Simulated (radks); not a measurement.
All-electron atom: Cu+ in [Ar] 3d9.5 4p0.5 (fractional occupations, a model configuration).

Calculated with a radial shooting solver on a logarithmic mesh with Libxc functionals: Dirac Kohn-Sham, BLYP, spin-unpolarised, spherical densities, finite nucleus; open shells fill j = l - 1/2 first; Fermi nuclear charge, rms radius 3.8823 fm.

Energy parts (Ry):
part                       energy
total                 -3309.61062
kinetic                3367.17207
electron-nucleus      -7952.26845
Hartree                1410.73434
exchange-correlation   -135.24858

Orbitals (lengths in bohr, moments of r in powers of bohr):
orbital  occ.  eigenvalue (Ry)     <r^2>
1s1/2       2        -651.4778  0.003656
2s1/2       2        -78.98469   0.06523
2p1/2       2        -69.32225   0.05122
2p3/2       4        -67.81440   0.05277
3s1/2       2         -9.32229    0.5852
3p1/2       2         -6.32719    0.6491
3p3/2       4         -6.13633    0.6681
3d3/2       4         -1.25767     1.272
3d5/2     5.5         -1.23668     1.295
4p1/2     0.5         -0.57173     12.38
4p3/2       0         -0.56395     12.66

The highest occupied level is 4p1/2 at -7.779 eV. The density falls to 0.001 e/bohr^3 at r = 3.69 bohr. Summed over all electrons, <r^2> = 23.99 bohr^2, which gives a Langevin (diamagnetic) susceptibility term of -19 x 10^-6 cm^3/mol. The electron density at the nucleus is 2.22e+04 e/bohr^3.
